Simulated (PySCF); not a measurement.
TaOF3, SMILES [Ta](=[O])([F])([F])[F], multiplicity 1. Geometry optimised at B3LYP-D3(BJ)/def2-SVP. The multiplicity is an assumed one; other spin states were not compared. The isomer is the one that the SMILES or the coordinates give; other isomers of the formula were not compared. The def2 effective core potentials stand for the cores of Ta; spin–orbit coupling is left out.

The numbers are results of B3LYP-D3(BJ)/def2-SVP (PySCF), not measurements.

Harmonic wavenumbers (cm⁻¹): 162, 162, 189, 259, 259, 701, 704, 704, 1020. Rotational constants (GHz): 3.225, 3.225, 2.737; symmetry number 3.

Question: Work out the zero-point energy and the ideal-gas rigid-rotor harmonic-oscillator thermochemistry at 298.15 K and 1 atm.

Answer: ZPE = ½ Σ hcν = ½ × 4161 cm⁻¹ = 24.89 kJ/mol. H − E(el) = 43.04 kJ/mol. Entropy in J/(mol K): translation 177.80, rotation 103.11, vibration 48.58, total 329.49. G − E(el) = -55.19 kJ/mol. Cp = 83.27 J/(mol K).
